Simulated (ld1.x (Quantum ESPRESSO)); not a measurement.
**aluminium (Al): TM semilocal pseudisation with PBE, scalar-relativistic reference atom.**

- Element: aluminium (Al)
- Generator: ld1.x (Quantum ESPRESSO) 7.5
- Type: norm-conserving Troullier–Martins (semilocal form)
- Functional: PBE
- Relativity: scalar-relativistic
- Frozen core: [Ne]
- Valence charge: 3
- Reference configuration: 3s1.75 3p1.25
- Partial waves: 3p (bound): rc 2.65 bohr; 3s (bound): rc 2.10 bohr
- Local potential: the s channel
- Core correction: a·sin(br)/r model core, default radius (core density twice the valence density)

All-electron outer shells of the reference configuration (PBE, scalar-relativistic, ld1.x):

| shell | level (eV) | outermost node (bohr) | outermost maximum (bohr) |
| --- | --- | --- | --- |
| 2s | -108.64 | 0.16 | 0.50 |
| 2p | -70.11 | – | 0.43 |
| 3s | -7.97 | 0.80 | 2.09 |
| 3p | -2.88 | 0.82 | 2.61 |

(1) Estimate the cutoffs (Ry, on a coarse ladder) from which the occupation-weighted sum of valence levels, in a spherical-Bessel basis at the reference potential, stays within 10 and 1 mRy of its value at 400 Ry.

(2) Which valence shell sets the plane-wave cutoff?

(3) Tests: 3s2 3p1; 3s2 3p0; 3s1 3p0; 3s2 3p1.3; 3s1 3p1; 3s0 3p3; 3s2 3p0.5. Which has the largest error in its energy relative to the reference configuration, and how large is it?

Results:

(1) 10 Ry and 25 Ry.

(2) 3s: its level needs 21 Ry to come within 1 mRy, against 6 Ry for 3p.

(3) 3s1 3p0, with +21 meV (all-electron minus pseudo) on +23.72 eV.
